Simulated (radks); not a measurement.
As IX, 25 electrons, occupied as [Ar] 3d7 (the NIST ground configuration). Method: scalar-relativistic Kohn-Sham, SCAN, spin-polarised, spherical densities, finite nucleus; open shells are filled with parallel spins first; meta-GGA in the generalised Kohn-Sham scheme; Fermi nuclear charge, rms radius 4.0968 fm; computed with a radial shooting solver on a logarithmic mesh with Libxc functionals.

Normalised radial functions P(r) = r R(r), r in bohr:

```
   r/bohr * 2p down, o 3p up, + 3d up (the largest magnitude, 2.32, reaches the edge; | marks zero, & curves that meet)
 0.001703                             &
 0.001921                             &
 0.002148                             &
 0.002403                             &
 0.002709                             &
  0.00303                             &
 0.003389                             &
 0.003821                             &
 0.004274                             &
 0.004781                             &
  0.00539                             &
 0.006029                             &
 0.006798                             &*
 0.007604                             &*
 0.008505                             &*
 0.009589                             &*
  0.01073                             +&
    0.012                             +o*
  0.01353                             +o*
  0.01513                             +o*
  0.01692                             +o *
  0.01908                             +o *
  0.02134                             + o *
  0.02387                             + o  *
  0.02691                             + o   *
   0.0301                             +  o   *
  0.03367                             +  o    *
  0.03796                             +   o     *
  0.04246                             +   o      *
   0.0475                             +    o       *
  0.05355                             |+    o        *
   0.0599                             |+     o         *
  0.06753                             |+     o           *
  0.07554                             |+      o            *
  0.08449                             | +      o             *
  0.09526                             | +      o              *
   0.1066                             |  +     o                *
   0.1192                             |   +    o                 *
   0.1344                             |   +   o                  *
   0.1503                             |    + o                   *
   0.1681                             |     &                   *
   0.1895                             |   o   +               *
    0.212                             |o       +            *
   0.2371                           o |         +        *
   0.2674                        o    |           +   *
   0.2991                     o       |            &
   0.3345                  o          |         *   +
   0.3771               o             |      *       +
   0.4218              o              |    *         +
   0.4718             o               |  *           +
    0.532            o                | *            +
    0.595             o               |*            +
   0.6709               o             |*           +
   0.7504                 o           *          +
   0.8394                   o         *         +
   0.9464                     o       *       +
    1.059                        o    *     +
    1.184                         o   *    +
    1.335                           o *  +
    1.493                            o* +
     1.67                            o*+
    1.883                             &+
    2.106                             &
```

2p down: eigenvalue -1488.3 eV, 0 radial nodes, <r> = 0.177 bohr, 90 % of the charge inside 0.289 bohr. 3p up: eigenvalue -301.77 eV, 1 radial node at r = 0.222 bohr, <r> = 0.586 bohr, 90 % of the charge inside 0.887 bohr. 3d up: eigenvalue -204.72 eV, 0 radial nodes, <r> = 0.586 bohr, 90 % of the charge inside 0.940 bohr.
